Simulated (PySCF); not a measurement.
C7H13NSi.
Cartesian coordinates in Å at the GFN2-xTB level; atoms count from 1:
```xyz
22
C7H13NSi angstrom
N     -1.055   -1.538    1.304
C     -1.419   -0.647    0.485
C     -2.602    0.211    0.505
C     -2.666    0.946   -0.602
C     -1.520    0.685   -1.524
C     -0.623   -0.305   -0.755
C      0.735    0.315   -0.383
C      1.681   -0.697    0.251
Si     3.281    0.088    0.904
H     -1.674   -1.655    2.105
H     -3.310    0.208    1.318
H     -3.438    1.655   -0.853
H     -0.994    1.612   -1.764
H     -1.879    0.263   -2.466
H     -0.436   -1.213   -1.333
H      0.561    1.146    0.306
H      1.190    0.724   -1.288
H      1.150   -1.200    1.062
H      1.914   -1.470   -0.484
H      4.131   -0.949    1.490
H      2.961    1.099    1.916
H      4.002    0.742   -0.193
```

Probes without a nucleus sit at each ring's centroid and 1 Å off its mean plane on both sides; NICS is minus the shielding there, NICSzz its component along the normal. Level: GIAO PBE0/pcSseg-1 (PySCF, non-relativistic, gas phase) on the GFN2-xTB geometry, one conformer.

Ring bond lengths (Å), with Mayer bond orders in brackets: C2–C3 1.462 (1.03), C3–C4 1.331 (1.77), C4–C5 1.493 (1.05), C5–C6 1.540 (1.01), C6–C2 1.513 (0.95).

Question: Give the NICS values of each ring in ppm.

Answer: 
```tsv
ring	type	NICS(0)	NICS(1), two faces	NICS(1)zz, two faces	rms pucker (Å)	centre to ring atoms, mean (Å)
C2–C3–C4–C5–C6	5-membered carbocycle; formal bonds 1 double, 4 single	0.2	-3.2 / -3.0	-2.4 / -3.9	0.03	1.25
```

Question: What can be read from them?

Answer: 
- C2–C3–C4–C5–C6: mean NICS(1)zz -3.2 ppm, shielded. C5, C6 have four or more neighbours, and the NICS criterion for π rings isn't applied.

Question: At the first NICS(1) probe listed for ring C2–C3–C4–C5–C6, 1 Å off the ring, how large is the induced field along the normal in 1 T applied along it?

Answer: NICSzz × B0 = -2.4 ppm × 1 T = -2 μT, against the applied field.

Hardware: an Intel Xeon at 2.50 GHz with one thread, shared host. Cost: 4.0 min wall, 1.9 min CPU, 1.0 GiB resident at most. This is the whole shielding run at PBE0/pcSseg-1, SCF included.
